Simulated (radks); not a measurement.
Task: Si IV, 11 electrons, occupied as [Ne] 5p1 (not the ground configuration). Calculated with a radial shooting solver on a logarithmic mesh with Libxc functionals: scalar-relativistic Kohn-Sham, BLYP, spin-polarised, spherical densities, point nucleus; open shells are filled with parallel spins first. Some entries of the table are withheld. Estimate them.

orbital  occ.  eigenvalue (eV)  <r^2> (bohr^2)
1s up       1        -1837.143         0.01667
1s down     1        -1837.120         0.01667
2s up       1        -187.1377          0.3808
2s down     1        -187.0993          0.3806
2p up       3        -143.5104          0.3552
2p down     3        -143.4637          0.3551
5p up       1              (1)           53.95

Result: 
(1) 5p up eigenvalue (eV): -10.3435
